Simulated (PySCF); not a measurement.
Worked example: oscillator strength and radiative lifetime

C2H7F2NSi, SMILES N[SiH2]CC(F)F.

Coordinates come from a B3LYP-D3(BJ)/def2-SVP optimisation. This is a generated structure with no PubChem entry under its InChIKey; it may be hypothetical. One conformer was computed; it need not be the lowest.

PySCF with TDDFT-PBE/def2-SVPD puts the first singlet state with f over 0.02 at 5.64 eV (vertical), with the transition dipole (-0.295, -0.300, 0.123) in atomic units.

Task: Find the oscillator strength, the wavelength and the radiative lifetime that this transition would have in vacuum if emission retraced absorption.

Result: 
|μ|² = 0.1922 au, so |μ| = 1.11 D. ΔE = 5.64/27.211 = 0.2073 hartree. f = (2/3) ΔE |μ|² = 0.027 (the program prints 0.027).
λ = 1239.84/5.64 = 220 nm; ν = 45490 cm⁻¹.
Einstein's coefficient A = 0.6670 ν² f s⁻¹ (ν in cm⁻¹) = 3.7e7 s⁻¹, so τ = 1/A = 27 ns. This state is S1. The figure is the radiative limit of this one transition; relaxation, internal conversion, crossing to triplets and a medium change what is measured.
